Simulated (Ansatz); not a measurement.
A set of 12 reactions (bond dissociation), with CCSD(T)/CBS values in kJ/mol:

```
                                                  reaction     ΔE
                    `C[SiH2]B(F)F` → `F[B]F`• + `C[SiH2]`•  385.2
            `[NH2][In]([Cl])[Cl]` → Cl• + `[NH2][In][Cl]`•  391.9
        `[OH][SnH]([Cl])[Cl]` → H• + `[OH][Sn]([Cl])[Cl]`•  323.3
 `O[Si](O)(Cl)N[SiH2]Cl` → `[NH][SiH2]Cl`• + `O[Si](O)Cl`•  536.4
`O[SiH](Cl)[S][GeH2][Cl]` → `[S][GeH2][Cl]`• + `O[SiH]Cl`•  407.4
                    `N[Si](F)(Cl)Br` → F• + `N[Si](Cl)Br`•  666.0
  `[MgH][N]([SiH3])[SiH3]` → `[MgH]`• + `[SiH3][N][SiH3]`•  442.6
                               `CBS` → `[BH]S`• + `[CH3]`•  455.7
                    `[NH2][AlH][Br]` → `[NH2][AlH]`• + Br•  470.0
                              `FCCCCl` → `[CH2]CCF`• + Cl•  374.2
            `[F][Al]([F])[SeH]` → `[F][Al][F]`• + `[SeH]`•  378.0
                    `C[Te][SiH2]O` → `O[SiH2]`• + `C[Te]`•  311.6
```

Program: Ansatz. Geometries: PBE0-D4/def2-TZVP. ΔE: electronic, gas phase. CBS: MP2 limit from def2 TZ/QZ plus the TZ coupled-cluster correction, frozen cores. This one scheme is used for every species, atoms too. Functionals use def2-TZVPP. B3LYP here is the variant with VWN-RPA as its local correlation; programs differ in this. No spin–orbit coupling; open shells (•) take unrestricted orbitals. Spin–orbit coupling would lower the free atoms: a little for Cl, F; clearly for Br. def2 core potentials past Kr. For Br, Ge, In, Mg, Se, Sn, Te outer-core shells are correlated without core-valence functions, so the limit isn't a true one: a few kJ/mol of doubt a bond, and 10 to 20 or more in all where bonds break to atoms. Scalar relativity is left out up to krypton. Each species was taken in one conformer, which may not be the lowest.

Q: Give the mean, mean absolute and largest difference (level minus CCSD(T)/CBS, kJ/mol) for: PBE0-D4, B3LYP-D4, ωB97X-V, ωB97M-V, B2PLYP, PBE0, B3LYP, MP2/def2-TZVPP, SCS-MP2/def2-TZVPP, CCSD/def2-TZVPP, CCSD(T)/def2-TZVPP, MP2/def2-QZVPP, SCS-MP2/def2-QZVPP, CCSD/CBS(def2). (An estimate is asked.)

A: Computed: 
```
             level   mean  mean absolute  largest
           PBE0-D4  -22.1           22.1    -49.3
          B3LYP-D4  -29.2           29.2    -54.4
           ωB97X-V   -7.1            9.2    -29.0
           ωB97M-V   -5.5            8.1    -22.9
            B2PLYP  -25.5           25.5    -40.6
              PBE0  -28.7           28.7    -55.8
             B3LYP  -41.4           41.4    -66.1
    MP2/def2-TZVPP    1.4            9.0     17.1
SCS-MP2/def2-TZVPP   -6.0            7.1    -14.8
   CCSD/def2-TZVPP  -23.8           23.8    -36.6
CCSD(T)/def2-TZVPP  -15.4           15.4    -26.5
    MP2/def2-QZVPP   10.2           13.5     26.4
SCS-MP2/def2-QZVPP    3.4            5.5     11.5
    CCSD/CBS(def2)   -8.4            8.5    -14.5
```

The largest T1 diagnostic in the set is 0.019, for `[NH2][In][Cl]`• (customary mark 0.045).

CCSD(T)/CBS is a level of theory with its own doubt, and the functionals carry their triple-zeta basis error, so these figures describe this set and don't rank the functionals.
